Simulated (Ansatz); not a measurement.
`N#C[SiH](Cl)[SiH2]F` + HCl → `F[SiH2][SiH](Cl)Cl` + `C#N` at 500 K and 1 bar (ligand exchange at the Si–C bond).

Computed with Ansatz on PBE0-D4/def2-TZVP structures; ΔE is electronic, products minus reactants. CCSD(T)/CBS is the MP2 limit (def2-TZVPP, def2-QZVPP) plus CCSD(T) − MP2 in def2-TZVPP, frozen cores. This one scheme is used for every species. Each species was taken in one conformer, which may not be the lowest.

| species | CCSD(T)/CBS energy (Eh) | H − E (kJ/mol) | S (J/(mol·K)) |
| --- | --- | --- | --- |
| `N#C[SiH](Cl)[SiH2]F` | -1232.38364 | 156.5 | 464.6 |
| HCl | -460.38127 | 32.5 | 201.9 |
| `F[SiH2][SiH](Cl)Cl` | -1599.46845 | 133.4 | 441.9 |
| `C#N` | -93.32098 | 60.1 | 220.8 |

H − E and S are ideal-gas, rigid-rotor, harmonic terms from PBE0-D4/def2-TZVP, for one conformer and one mirror image of each species. 1 Eh = 2625.50 kJ/mol, R = 8.31446 J/(mol·K).

Problem. By hand: ΔE, ΔH, ΔS and ΔG.

Solution. ΔE = (-1599.46845) + (-93.32098) − (-1232.38364) − (-460.38127) = -0.02452 Eh = -64.4 kJ/mol. Δ(H − E) = 133.4 + 60.1 − 156.5 − 32.5 = 4.5, so ΔH = -59.9 kJ/mol. ΔS = 441.9 + 220.8 − 464.6 − 201.9 = -3.8 J/(mol·K). ΔG = -59.9 − 500 × (-3.8)/1000 = -58.0 kJ/mol.

Problem. By hand: the equilibrium constant, and the temperature at which ΔG would vanish if ΔH and ΔS stayed fixed.

Solution. log₁₀ K = −ΔG/(RT ln 10) = 6.1. ΔG = 0 at ΔH/ΔS = 15763 K, far beyond where these terms or the molecules hold.

The number of gas molecules stays the same, so ΔS is small and ΔH decides. A doubt of 5 kJ/mol in ΔE shifts log₁₀ K by 0.5 here. Other conformers and mirror images would add mixing entropy, several J/(mol·K) or more a flexible species. Modes under 60 cm⁻¹, often nearly free rotors, make the harmonic entropy too high. These are equilibria of isolated gas molecules and say nothing of rates. Largest T1 diagnostic: 0.014 (customary marks: 0.02 for closed shells, 0.045 for open ones).
